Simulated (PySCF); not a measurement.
BBrH₄N₂, SMILES NB(N)Br.

Geometry optimised at PBE0-D3(BJ)/def2-SVP. This is a generated structure with no PubChem entry under its InChIKey; it may be hypothetical. Other conformers were not sampled.

Two levels are set side by side: TDA-PBE/def2-SVPD (PySCF) and TDA-ωB97X/def2-SVPD (PySCF). Vertical, same geometry. The lowest singlet is HOMO→LUMO 100 % with PBE and HOMO→LUMO 84 % with the other functional; states are paired by order. Differences are taken from unrounded values.

```
quantity                               TDA-ωB97X
-------------------------------------  ---------
lowest singlet excitation (eV)              6.89
lowest triplet excitation (TDA) (eV)        6.72
first bright state (f over 0.05) (eV)       7.82
its oscillator strength                     0.06
```

**Question.** What does TDA-PBE give, and how far is it from TDA-ωB97X? (An estimate is asked for; the answer gives what the named calculation found.)

**Answer.** 
```csv
quantity,TDA-PBE,TDA-PBE minus TDA-ωB97X
lowest singlet excitation (eV),5.56,-1.32
lowest triplet excitation (TDA) (eV),5.39,-1.33
first bright state (f over 0.05) (eV),7.24,-0.58
its oscillator strength,0.05,-0.01
```

A lower first singlet is the usual sign of a functional without exact exchange. Differences between two approximate levels are no errors against the true value.

Rough cost on one machine, each run with all the roots and properties that it gave: TDA-ωB97X against TDA-PBE about 5 times.
